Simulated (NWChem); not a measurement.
BHOClF; SMILES FB(O)Cl

```xyz
5

B      0.0198    -0.4210     0.0000
F     -1.1253    -1.0911     0.0000
Cl    -0.0253     1.3311     0.0000
O      1.1993    -1.0571     0.0000
H      1.1046    -2.0168     0.0000
```
Atoms are numbered in this order, from 1.

All runs: NWChem. Geometry optimised at PBE0/def2-SVP; all other runs use it. Pople sets run with spherical d functions. Vzz has the sign of the potential's second derivative.

```tsv
quantity	level	value
first 1s excitation (eV), O K edge, unshifted	BHandHLYP/6-311G**, TDA	___
anisotropy (bohr³) at 1065 nm	PBE0/6-31+G*	15.0
orbital gap (eV)	PBE/6-31G*	___
vertical, lowest state with f > 0.02, singlet (eV)	CAM-B3LYP/6-31G*, full TDDFT	9.29
Vzz B1 (a.u.)	B3LYP/6-31G*	___
charge (e), Mulliken O4	B3LYP/def2-SVP	-0.09
dipole (D)	PBE0/def2-SVP	___
highest harmonic frequency (cm⁻¹)	PBE0/def2-SVP	3896
```

**Question.** Fill in the missing entries.

**Answer.** 
- first 1s excitation (eV), O K edge, unshifted, value: 532.8
- orbital gap (eV), value: 7.52
- Vzz B1 (a.u.), value: 0.238
- dipole (D), value: 2.08
